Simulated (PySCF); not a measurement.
## Cu⁺ (copper, charge +1): UHF calculation

Configuration: [Ar] 3d10, closed-shell 1S. Calculation: PySCF 2.14, in 6-31G*; the non-relativistic Hamiltonian (point nucleus).

```
Total energy                                     : -1638.350384 hartree
One-electron energy                              : -2283.8120 hartree
Hartree (Coulomb) energy                         : 711.3817 hartree
Exchange energy                                  : -65.9201 hartree
Kinetic energy                                   : 1639.59538 hartree
⟨S²⟩                                             : 0.0000
⟨L²⟩                                             : 0.000
Sum of ⟨r⟩                                       : 17.18 bohr
Sum of ⟨r²⟩                                      : 16.81 bohr²
Density at the nucleus (Gaussians lack the cusp) : 15600 bohr⁻³
Langevin diamagnetic susceptibility              : -13.3 ×10⁻⁶ cm³/mol
Time after the integrals                         : 0.07 s of wall time on 1 thread of Intel(R) Xeon(R) 6975P-C (shared host)
```

| shell | electrons | mean orbital energy (hartree) | rms radius, mean of both spins (bohr) |
| --- | --- | --- | --- |
| 1s | 2 | -328.93034 | 0.0612 |
| 2s | 2 | -40.98271 | 0.258 |
| 2p | 6 | -35.78387 | 0.230 |
| 3s | 2 | -5.20209 | 0.776 |
| 3p | 6 | -3.52330 | 0.823 |
| 3d | 10 | -0.68155 | 1.05 |
